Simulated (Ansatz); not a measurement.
## Nudged elastic band run: C2H11OPSi2

Input file:

```yaml
crystal:
  periodic: [false, false, false]
  atoms:
    - { symbol: O, position_ang: [-2.126794, 0.567019, 0.834141] }
    - { symbol: C, position_ang: [-1.673935, -0.544951, -0.037662] }
    - { symbol: Si, position_ang: [0.212949, -0.875707, 0.018933] }
    - { symbol: P, position_ang: [0.732103, -2.617237, -1.284485] }
    - { symbol: C, position_ang: [1.146246, 0.671753, -0.517986] }
    - { symbol: Si, position_ang: [0.544006, 2.281686, 0.258619] }
    - { symbol: H, position_ang: [-1.894104, 0.183543, 1.771969] }
    - { symbol: H, position_ang: [-2.235954, -1.49038, 0.17714] }
    - { symbol: H, position_ang: [-1.968342, -0.238206, -1.066493] }
    - { symbol: H, position_ang: [0.538573, -1.130096, 1.422735] }
    - { symbol: H, position_ang: [2.01555, -2.748622, -0.685325] }
    - { symbol: H, position_ang: [0.180419, -3.543223, -0.356112] }
    - { symbol: H, position_ang: [2.214905, 0.540742, -0.273581] }
    - { symbol: H, position_ang: [1.094657, 0.77004, -1.61606] }
    - { symbol: H, position_ang: [-0.692363, 2.731818, -0.359445] }
    - { symbol: H, position_ang: [1.549083, 3.31819, 0.062608] }
    - { symbol: H, position_ang: [0.344001, 2.123333, 1.691103] }
basis:
  gaussian: { orbitals: STO-3G }
hamiltonian:
  xc: pbe
  dispersion: d4
neb:
  order_check: false
  images: 9
  f_tol: 0.05
  max_iterations: 10
  final_atoms:
    - { symbol: O, position_ang: [-2.06646561, 0.43787079, 0.85133895] }
    - { symbol: C, position_ang: [-1.49073739, -0.69922972, 0.09330512] }
    - { symbol: Si, position_ang: [0.417304, -0.86166723, 0.24030743] }
    - { symbol: P, position_ang: [1.22768576, -2.68908236, -0.75624456] }
    - { symbol: C, position_ang: [1.23781111, 0.69694095, -0.43221847] }
    - { symbol: Si, position_ang: [0.476813, 2.3194688, 0.15487459] }
    - { symbol: H, position_ang: [-1.8400941, 0.15570128, 1.82626834] }
    - { symbol: H, position_ang: [-1.97951083, -1.6697901, 0.36842597] }
    - { symbol: H, position_ang: [-1.76772254, -0.50330855, -0.96721131] }
    - { symbol: H, position_ang: [0.70566362, -0.94403475, 1.66973885] }
    - { symbol: H, position_ang: [0.14767472, -3.4882786, -0.28762907] }
    - { symbol: H, position_ang: [0.52894667, -2.41389485, -1.96483752] }
    - { symbol: H, position_ang: [2.30399322, 0.68204251, -0.14724075] }
    - { symbol: H, position_ang: [1.21690927, 0.67863301, -1.53544206] }
    - { symbol: H, position_ang: [-0.77404915, 2.58824158, -0.53476009] }
    - { symbol: H, position_ang: [1.39220185, 3.41613056, -0.12905719] }
    - { symbol: H, position_ang: [0.24457642, 2.29395868, 1.59048078] }
  initial_path:
    images:
      - { positions_ang: [[-2.126794, 0.567019, 0.834141], [-1.673935, -0.544951, -0.037662], [0.212949, -0.875707, 0.018933], [0.732103, -2.617237, -1.284485], [1.146246, 0.671753, -0.517986], [0.544006, 2.281686, 0.258619], [-1.894104, 0.183543, 1.771969], [-2.235954, -1.49038, 0.17714], [-1.968342, -0.238206, -1.066493], [0.538573, -1.130096, 1.422735], [2.01555, -2.748622, -0.685325], [0.180419, -3.543223, -0.356112], [2.214905, 0.540742, -0.273581], [1.094657, 0.77004, -1.61606], [-0.692363, 2.731818, -0.359445], [1.549083, 3.31819, 0.062608], [0.344001, 2.123333, 1.691103]] }
      - { positions_ang: [[-2.15692349, 0.49728708, 0.81448909], [-1.65735833, -0.56953368, -0.04654666], [0.2193534, -0.83347412, 0.0325082], [0.81232293, -2.59230632, -1.21079022], [1.14397939, 0.69204352, -0.55165575], [0.57398133, 2.28623322, 0.26645435], [-1.96737973, 0.1382326, 1.74755553], [-2.17757237, -1.52103105, 0.16777058], [-1.94243897, -0.27638856, -1.06973399], [0.56115223, -1.06937652, 1.44885641], [1.89336146, -2.8430387, -0.51117253], [0.11514013, -3.46128785, -0.5170619], [2.2052844, 0.563872, -0.35258789], [1.03872305, 0.79789697, -1.63297061], [-0.69671313, 2.72058029, -0.27015349], [1.54891061, 3.34522476, 0.02234237], [0.46717708, 2.12476836, 1.70279554]] }
      - { positions_ang: [[-2.18705299, 0.42755515, 0.79483717], [-1.64078166, -0.59411635, -0.05543133], [0.2257578, -0.79124124, 0.0460834], [0.89254286, -2.56737564, -1.13709545], [1.14171279, 0.71233403, -0.58532551], [0.60395666, 2.29078044, 0.27428969], [-2.04065545, 0.0929222, 1.72314206], [-2.11919074, -1.55168211, 0.15840117], [-1.91653593, -0.31457112, -1.07297499], [0.58373146, -1.00865704, 1.47497783], [1.77117293, -2.93745539, -0.33702007], [0.04986125, -3.37935269, -0.67801181], [2.1956638, 0.587002, -0.43159478], [0.9827891, 0.82575395, -1.64988123], [-0.70106325, 2.70934259, -0.18086198], [1.54873823, 3.37225952, -0.01792327], [0.59035315, 2.12620371, 1.71448808]] }
      - { positions_ang: [[-2.21718248, 0.35782323, 0.77518526], [-1.624205, -0.61869903, -0.06431599], [0.2321622, -0.74900837, 0.05965861], [0.97276279, -2.54244496, -1.06340067], [1.13944618, 0.73262455, -0.61899526], [0.63393199, 2.29532765, 0.28212504], [-2.11393118, 0.0476118, 1.69872859], [-2.06080911, -1.58233316, 0.14903175], [-1.8906329, -0.35275367, -1.07621598], [0.60631069, -0.94793755, 1.50109924], [1.64898439, -3.03187209, -0.1628676], [-0.01541762, -3.29741754, -0.83896171], [2.1860432, 0.610132, -0.51060168], [0.92685516, 0.85361092, -1.66679184], [-0.70541338, 2.69810488, -0.09157048], [1.54856584, 3.39929427, -0.0581889], [0.71352923, 2.12763907, 1.72618061]] }
      - { positions_ang: [[-2.24731197, 0.28809131, 0.75553335], [-1.60762833, -0.6432817, -0.07320066], [0.2385666, -0.70677549, 0.07323381], [1.05298272, -2.51751428, -0.98970589], [1.13717958, 0.75291507, -0.65266501], [0.66390732, 2.29987487, 0.28996039], [-2.1872069, 0.00230139, 1.67431512], [-2.00242749, -1.61298422, 0.13966233], [-1.86472987, -0.39093623, -1.07945697], [0.62888992, -0.88721807, 1.52722066], [1.52679586, -3.12628879, 0.01128486], [-0.0806965, -3.21548238, -0.99991161], [2.1764226, 0.633262, -0.58960857], [0.87092121, 0.88146789, -1.68370245], [-0.7097635, 2.68686717, -0.00227897], [1.54839346, 3.42632903, -0.09845453], [0.8367053, 2.12907443, 1.73787315]] }
      - { positions_ang: [[-2.27744146, 0.21835939, 0.73588144], [-1.59105166, -0.66786438, -0.08208532], [0.244971, -0.66454261, 0.08680901], [1.13320264, -2.4925836, -0.91601111], [1.13491297, 0.77320558, -0.68633477], [0.69388265, 2.30442209, 0.29779574], [-2.26048263, -0.04300901, 1.64990166], [-1.94404586, -1.64363527, 0.13029292], [-1.83882683, -0.42911879, -1.08269797], [0.65146915, -0.82649859, 1.55334207], [1.40460732, -3.22070548, 0.18543733], [-0.14597537, -3.13354723, -1.16086152], [2.166802, 0.656392, -0.66861546], [0.81498726, 0.90932486, -1.70061307], [-0.71411363, 2.67562946, 0.08701254], [1.54822107, 3.45336379, -0.13872017], [0.95988138, 2.13050978, 1.74956569]] }
      - { positions_ang: [[-2.23524629, 0.26226167, 0.75897294], [-1.57098881, -0.67413745, -0.04700723], [0.2794376, -0.70396753, 0.11750869], [1.15209927, -2.53188335, -0.8840578], [1.1554926, 0.75795266, -0.63551151], [0.65046872, 2.30743143, 0.26921151], [-2.17640492, -0.00326695, 1.68517499], [-1.95113885, -1.64886624, 0.17791953], [-1.82460598, -0.44395674, -1.05960064], [0.66230804, -0.85000582, 1.57662143], [1.1532208, -3.27422011, 0.09082405], [-0.01099097, -2.98961675, -1.32165672], [2.19424024, 0.6615221, -0.56434052], [0.89537166, 0.86318649, -1.66757887], [-0.72610073, 2.65815189, -0.03734199], [1.51701723, 3.44591714, -0.13678757], [0.81682039, 2.16319956, 1.71774871]] }
      - { positions_ang: [[-2.19305112, 0.30616395, 0.78206444], [-1.55092595, -0.68041052, -0.01192915], [0.3139042, -0.74339246, 0.14820838], [1.17099589, -2.5711831, -0.85210449], [1.17607223, 0.74269973, -0.58468825], [0.60705479, 2.31044077, 0.24062728], [-2.09232721, 0.03647511, 1.72044833], [-1.95823185, -1.6540972, 0.22554614], [-1.81038512, -0.45879469, -1.0365033], [0.67314693, -0.87351305, 1.59990078], [0.90183428, -3.32773473, -0.00378923], [0.12399344, -2.84568627, -1.48245192], [2.22167849, 0.6666522, -0.46006558], [0.97575606, 0.81704812, -1.63454466], [-0.73808784, 2.64067431, -0.16169651], [1.48581338, 3.4384705, -0.13485498], [0.6737594, 2.19588934, 1.68593173]] }
      - { positions_ang: [[-2.15085595, 0.35006623, 0.80515594], [-1.5308631, -0.68668359, 0.02314894], [0.3483708, -0.78281738, 0.17890806], [1.18989251, -2.61048286, -0.82015118], [1.19665186, 0.7274468, -0.53386499], [0.56364086, 2.31345012, 0.21204305], [-2.00824951, 0.07621717, 1.75572167], [-1.96532484, -1.65932817, 0.27317275], [-1.79616426, -0.47363264, -1.01340597], [0.68398583, -0.89702029, 1.62318014], [0.65044776, -3.38124936, -0.09840251], [0.25897785, -2.7017558, -1.64324712], [2.24911673, 0.67178231, -0.35579063], [1.05614046, 0.77090975, -1.60151046], [-0.75007494, 2.62319674, -0.28605104], [1.45460954, 3.43102385, -0.13292238], [0.5306984, 2.22857912, 1.65411474]] }
      - { positions_ang: [[-2.10866078, 0.39396851, 0.82824745], [-1.51080024, -0.69295665, 0.05822703], [0.3828374, -0.82224231, 0.20960774], [1.20878914, -2.64978261, -0.78819787], [1.21723148, 0.71219388, -0.48304173], [0.52022693, 2.31645946, 0.18345882], [-1.9241718, 0.11595923, 1.79099501], [-1.97241784, -1.66455914, 0.32079936], [-1.7819434, -0.4884706, -0.99030864], [0.69482472, -0.92052752, 1.6464595], [0.39906124, -3.43476398, -0.19301579], [0.39396226, -2.55782532, -1.80404232], [2.27655497, 0.67691241, -0.25151569], [1.13652487, 0.72477138, -1.56847626], [-0.76206205, 2.60571916, -0.41040557], [1.4234057, 3.42357721, -0.13098979], [0.38763741, 2.2612689, 1.62229776]] }
      - { positions_ang: [[-2.06646561, 0.43787079, 0.85133895], [-1.49073739, -0.69922972, 0.09330512], [0.417304, -0.86166723, 0.24030743], [1.22768576, -2.68908236, -0.75624456], [1.23781111, 0.69694095, -0.43221847], [0.476813, 2.3194688, 0.15487459], [-1.8400941, 0.15570128, 1.82626834], [-1.97951083, -1.6697901, 0.36842597], [-1.76772254, -0.50330855, -0.96721131], [0.70566362, -0.94403475, 1.66973885], [0.14767472, -3.4882786, -0.28762907], [0.52894667, -2.41389485, -1.96483752], [2.30399322, 0.68204251, -0.14724075], [1.21690927, 0.67863301, -1.53544206], [-0.77404915, 2.58824158, -0.53476009], [1.39220185, 3.41613056, -0.12905719], [0.24457642, 2.29395868, 1.59048078]] }
```

Launched with:

```bash
$ ansatz run input.yaml --threads 1 --pin off --max-ram 2048MiB --backend cpu --events-out ev --progress --plain --runs-dir out
```

Output, in part (warnings, iteration lines):

```
NEB end point (image 0): max|allowed force component| = 8.624e-3 eV/Å (the criterion of neb.relax_end_points is 1.000e-2)
NEB end point (image 10): max|allowed force component| = 1.337e-2 eV/Å (the criterion of neb.relax_end_points is 1.000e-2)
NEB iter   1: max|band force component| = 9.510e0 eV/Å  barrier→ = 2.1655 eV  barrier← = 2.2003 eV  Δτ_max = 0.1980 Å  (247 SCF iters)
NEB iter   2: max|band force component| = 2.953e0 eV/Å  barrier→ = 0.3480 eV  barrier← = 0.3828 eV  Δτ_max = 0.1967 Å  (217 SCF iters)
NEB iter   3: max|band force component| = 1.237e0 eV/Å  barrier→ = 0.0967 eV  barrier← = 0.1315 eV  Δτ_max = 0.2000 Å  (222 SCF iters)
NEB iter   4: max|band force component| = 2.441e-1 eV/Å  barrier→ = 0.0451 eV  barrier← = 0.0799 eV  CI = image 4  Δτ_max = 0.0514 Å  (222 SCF iters)
NEB iter   5: max|band force component| = 1.418e-1 eV/Å  barrier→ = 0.0381 eV  barrier← = 0.0729 eV  CI = image 4  Δτ_max = 0.0566 Å  (221 SCF iters)
NEB iter   6: max|band force component| = 6.573e-2 eV/Å  barrier→ = 0.0344 eV  barrier← = 0.0692 eV  CI = image 4  Δτ_max = 0.0542 Å  (222 SCF iters)
NEB iter   7: max|band force component| = 1.285e-1 eV/Å  barrier→ = 0.0331 eV  barrier← = 0.0679 eV  CI = image 4  Δτ_max = 0.0273 Å  (216 SCF iters)
NEB iter   8: max|band force component| = 5.142e-2 eV/Å  barrier→ = 0.0322 eV  barrier← = 0.0670 eV  CI = image 4  Δτ_max = 0.0546 Å  (210 SCF iters)
NEB iter   9: max|band force component| = 5.624e-2 eV/Å  barrier→ = 0.0309 eV  barrier← = 0.0657 eV  CI = image 4  Δτ_max = 0.0273 Å  (220 SCF iters)
NEB iter  10: max|band force component| = 5.927e-2 eV/Å  barrier→ = 0.0302 eV  barrier← = 0.0650 eV  CI = image 4  Δτ_max = 0.0136 Å  (211 SCF iters)
Error: NEB band did not converge after 10 iterations: max|band force component| = 5.93e-2 eV/Å (threshold 5.0e-2); raise `neb.max_iterations` in a new run, which can start from the last band evaluated (`neb.initial_path`, with `crystal.atoms` and `neb.final_atoms` set to its first and last images), …
```

The run ended unconverged. The band didn't meet its force threshold, so its energies are provisional: the largest band force was still 0.06 eV/Å, and over the last iterations the top stayed at 0.03 eV. Limits of this set-up: minimal basis.

Final band (atoms are numbered from 1 in the order of the input):

```csv
image,path coordinate (Å),energy (eV),dihedral C2–Si3–P4–H12 (°)
0,0.00,0.000,-74
1,0.42,0.004,-63
2,0.84,0.014,-50
3,1.26,0.025,-36
4,1.67,0.030,-21
5,2.07,0.025,-7
6,2.48,0.011,6
7,2.88,-0.006,20
8,3.28,-0.022,32
9,3.68,-0.032,42
10,4.08,-0.035,50
```

Run time: 3.5 min on 1 thread of Intel(R) Xeon(R) 6975P-C (Granite Rapids) (shared host), peak memory 0.12 GiB.
